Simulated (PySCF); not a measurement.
Input file for PySCF: R-B3LYP/3-21G on H5NO2Sn (SMILES [NH2][SnH]([OH])[OH]), a point of a torsion scan.

```python
from pyscf import gto, scf, dft, mp
from pyscf.data.elements import chemcore

mol = gto.M(
    atom='''
    N     1.59482033   -0.44000225    0.34081891
    Sn   -0.32809682    0.11428728    0.23950598
    O    -1.18340265   -0.51253149    1.85609621
    O    -1.22228182   -0.96025550   -1.09124320
    H     2.23254149    0.18206881   -0.14071671
    H     1.71255586   -1.35302221   -0.08633883
    H    -0.60666528    1.74543270    0.01404747
    H    -0.63189822   -0.50870403    2.63642286
    H    -2.05426583   -1.32216144   -0.78709120
    ''',
    basis='3-21g',
    charge=0, spin=0, verbose=3, max_memory=1800)
mf = dft.RKS(mol, xc='b3lyp')
mf.conv_tol = 1e-8
mf.max_cycle = 100
mf.kernel()
if not mf.converged:
    mf = mf.newton().run(mf.mo_coeff, mf.mo_occ)
```

Program output:

```
converged SCF energy = -6205.9200323587
```

The calculation finished and met its thresholds.

Cost: about 9 core-seconds (a rough figure).
